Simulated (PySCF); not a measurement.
C6H10OP2.
Numbering: `[CH3:1][P:2]([CH2:3][PH2:4])[c:5]1[cH:6][cH:7][cH:8][o:9]1` (hydrogens: H10, H11, H12 on C1; H13, H14 on C3; H15, H16 on P4; H17 on C6; H18 on C7; H19 on C8)

The same species was optimised twice, with GFN2-xTB and with PBE0-D3(BJ)/def2-SVP (PySCF), and the same property calculations (PySCF, gas phase) were run on both structures.

```tsv
coordinate	GFN2-xTB	PBE0-D3(BJ)/def2-SVP	change
C6–C7 (Å)	1.413	1.427	+0.014
P2–C3 (Å)	1.873	1.861	-0.012
C5–O9 (Å)	1.353	1.361	+0.008
P2–C5 (Å)	1.812	1.820	+0.008
C8–O9 (Å)	1.340	1.344	+0.004
C7–C8 (Å)	1.360	1.364	+0.004
C5–C6 (Å)	1.369	1.372	+0.003
C3–P4 (Å)	1.861	1.862	+0.001
C1–P2 (Å)	1.848	1.848	0.000
C3–P2–C5 (°)	98.1	100.8	+2.7
C1–P2–C3 (°)	97.3	99.5	+2.2
P2–C3–P4 (°)	114.3	116.5	+2.2
P2–C5–O9 (°)	115.3	116.5	+1.2
C6–C5–O9 (°)	109.7	108.9	-0.8
C5–O9–C8 (°)	107.5	108.2	+0.7
C5–C6–C7 (°)	106.2	106.7	+0.5
C1–P2–C5 (°)	98.0	98.4	+0.4
C1–P2–C3–P4 (°)	179	-172	+9
C1–P2–C5–C6 (°)	-6	9	+15
```

Rotational constants: A = 1601, B = 912.5, C = 641.3 MHz (GFN2-xTB) against A = 1548, B = 898.7, C = 642.9 MHz (PBE0-D3(BJ)/def2-SVP). Point groups within 0.08 Å: C1 and C1.

On the GFN2-xTB structure: HOMO (eV) -6.36 [PBE0/pcSseg-1]; LUMO (eV) -0.23 [PBE0/pcSseg-1]; dipole (D) 2.21 [PBE0/pcSseg-1]; GIAO shielding of C1 (ppm) 171.9 [PBE0/pcSseg-1]; GIAO shielding of P2 (ppm) 374.2 [PBE0/pcSseg-1]; GIAO shielding of C3 (ppm) 163.6 [PBE0/pcSseg-1]; GIAO shielding of P4 (ppm) 491.9 [PBE0/pcSseg-1]; GIAO shielding of C5 (ppm) 21.0 [PBE0/pcSseg-1]; GIAO shielding of C6 (ppm) 69.4 [PBE0/pcSseg-1]; GIAO shielding of C7 (ppm) 69.2 [PBE0/pcSseg-1]; GIAO shielding of C8 (ppm) 35.3 [PBE0/pcSseg-1].

What do these properties become on the PBE0-D3(BJ)/def2-SVP structure?

| property | level | on GFN2-xTB | on PBE0-D3(BJ)/def2-SVP | change |
| --- | --- | --- | --- | --- |
| HOMO (eV) | PBE0/pcSseg-1 | -6.36 | -6.42 | -0.06 |
| LUMO (eV) | PBE0/pcSseg-1 | -0.23 | -0.29 | -0.06 |
| dipole (D) | PBE0/pcSseg-1 | 2.21 | 2.15 | -0.06 |
| energy, GFN2-xTB geometry as zero (kcal/mol) | PBE0/pcSseg-1 | 0.0 | -2.0 | -2.0 |
| GIAO shielding of C1 (ppm) | PBE0/pcSseg-1 | 171.9 | 169.6 | -2.3 |
| GIAO shielding of P2 (ppm) | PBE0/pcSseg-1 | 374.2 | 371.4 | -2.8 |
| GIAO shielding of C3 (ppm) | PBE0/pcSseg-1 | 163.6 | 163.0 | -0.6 |
| GIAO shielding of P4 (ppm) | PBE0/pcSseg-1 | 491.9 | 481.4 | -10.5 |
| GIAO shielding of C5 (ppm) | PBE0/pcSseg-1 | 21.0 | 21.4 | +0.4 |
| GIAO shielding of C6 (ppm) | PBE0/pcSseg-1 | 69.4 | 65.0 | -4.4 |
| GIAO shielding of C7 (ppm) | PBE0/pcSseg-1 | 69.2 | 67.9 | -1.3 |
| GIAO shielding of C8 (ppm) | PBE0/pcSseg-1 | 35.3 | 33.4 | -1.9 |

The heavy atoms differ by 0.145 Å rms after alignment. Among bonds between heavy atoms C6–C7 changes most (+0.014 Å). Changes are differences of the printed values. Neither structure is proved a minimum here.

The values belong to the conformer `[CH3:1][P:2]([CH2:3][PH2:4])[c:5]1[cH:6][cH:7][cH:8][o:9]1`: C1–P2–C3–P4 -172°, C1–P2–C5–C6 9°, H–P4–C3–P2 -42°, H–P4–C3–P2 52°.
